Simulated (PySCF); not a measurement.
## Radial density of Re(2+) (rhenium, charge +2)

PW91, [Xe] 4f14 5d4 6p1, one real determinant (an excited configuration). Computed with PySCF 2.14 in aug-cc-pVQZ-PP with ECP60MDF, with a scalar-relativistic core potential. This is the valence pseudo-density: the core potential removes the inner electrons and smooths the orbitals near the nucleus.

| r (bohr) | 4πr²ρ (e/bohr) | 4πr²(ρα − ρβ) |
| --- | --- | --- |
| 0.141 | 1.367e-05 | 0.0000 |
| 0.238 | 0.0006011 | 0.0001 |
| 0.399 | 0.08288 | 0.0066 |
| 0.672 | 4.236 | 0.3286 |
| 1.13 | 11.50 | 2.5071 |
| 1.90 | 3.510 | 2.1929 |
| 3.20 | 0.6718 | 0.6590 |
| 5.38 | 0.05384 | 0.0538 |
| 9.05 | 0.0001798 | 0.0002 |

⟨L²⟩ = 8.01 against 12 for a pure F term, so this real determinant mixes terms. Energies and moments cover only the electrons outside the core potential. Spin-orbit coupling, absent here, splits the open shell strongly.
